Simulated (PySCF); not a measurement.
How the method changes the constants of SnH⁺

State: ¹Σ⁺ (singlet), closed shell. Set-up: PySCF, scalar-relativistic core potentials, basis sets Sn def2-TZVPPD with ECP28, H def2-TZVPPD. De refers to Sn⁺ + H in their high-spin ground configurations, without counterpoise correction. A positive dipole points towards H; it is taken about the centre of mass and depends on that origin.

```csv
Level,Re (Å),ωe (cm⁻¹),De (eV),μ (D),"CPU s a point (SCF and correlation, without the integrals)"
RHF,1.744,1938,1.86,0.19,0.17
RHF-MP2,1.734,1916,2.62,n/a,0.27
RHF-SCS-MP2,1.738,1905,2.73,n/a,n/a
RHF-CCSD,1.745,1863,2.77,n/a,n/a
RHF-CCSD(T),1.747,1846,2.81,n/a,3.3
LDA,1.772,1764,3.17,0.09,0.39
PBE,1.780,1752,2.75,-0.05,0.6
PBEsol,1.776,1759,2.88,0.04,0.42
r²SCAN,1.760,1822,2.76,0.04,0.79
TPSSh,1.762,1827,2.90,-0.02,0.99
PBE0,1.761,1828,2.70,0.04,1.5
M06,1.776,1812,2.92,-0.25,0.94
MN15,1.749,1863,2.72,-0.07,0.98
LC-ωPBE,1.739,1918,2.66,0.17,0.97
```

The bond length runs from 1.734 Å (RHF-MP2) to 1.780 Å (PBE). De spans 1.86 eV (RHF, mean field) to 3.17 eV (LDA, local density). Correlation at CCSD(T) changes the Hartree–Fock bond energy by +0.95 eV; the triples alone change it by +0.04 eV.

Correlated steps freeze 4 core orbitals. These are scalar-relativistic numbers at best; spin–orbit coupling would shift them, the dissociation energy most. For an ion De counts to the pair picked by the measured ionisation energies or electron affinities, which need not be the lowest pair at this level. Where the molecule has an RHF reference, its open-shell atoms are computed with UHF.

The whole job (state search and all levels along the bond) took about 2.7 min on 1 thread of Intel Xeon Platinum 8375C @ 2.90GHz (shared host), peak memory 1.3 GiB.
